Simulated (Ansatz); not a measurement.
Start from `[AlH2][SiH]1C[SiH2]N1` and change one atom or group to get `C1[SiH2]N[SiH2]1`.

Ansatz, PBE0-D4/def2-TZVP geometries, multiplicity 1. 

| property | `[AlH2][SiH]1C[SiH2]N1` |
| --- | --- |
| LUMO energy (B3LYP/def2-TZVPP) / eV | -2.19 |
| HOMO energy (ωB97M-V/def2-TZVPP) / eV | -8.65 |
| size of the dipole moment (PBE/def2-TZVPP) / D | 0.38 |
| HOMO energy (PBE0/def2-TZVPP) / eV | -6.62 |
| LUMO energy (PBE/def2-TZVPP) / eV | -2.76 |
| HOMO–LUMO gap (ωB97M-V/def2-TZVPP) / eV | 8.26 |

(1) What does the change do to each property? (Best estimate.)

Results:

(1) Ansatz gave: 
```csv
property,`C1[SiH2]N[SiH2]1`,shift
LUMO energy (B3LYP/def2-TZVPP) / eV,-0.42,1.77
HOMO energy (ωB97M-V/def2-TZVPP) / eV,-9.65,-1.00
size of the dipole moment (PBE/def2-TZVPP) / D,0.36,-0.02
HOMO energy (PBE0/def2-TZVPP) / eV,-7.37,-0.75
LUMO energy (PBE/def2-TZVPP) / eV,-1.05,1.71
HOMO–LUMO gap (ωB97M-V/def2-TZVPP) / eV,11.00,2.74
```

With PBE0 the HOMO falls by 0.75 eV and the LUMO rises by 1.78 eV, so the gap widens by about 2.53 eV. PBE moves the HOMO by -0.55 eV and ωB97M-V by -1.00 eV. Dipoles are sizes alone; their direction can turn.

B3LYP here is the variant with VWN-RPA as its local correlation; programs differ in this.
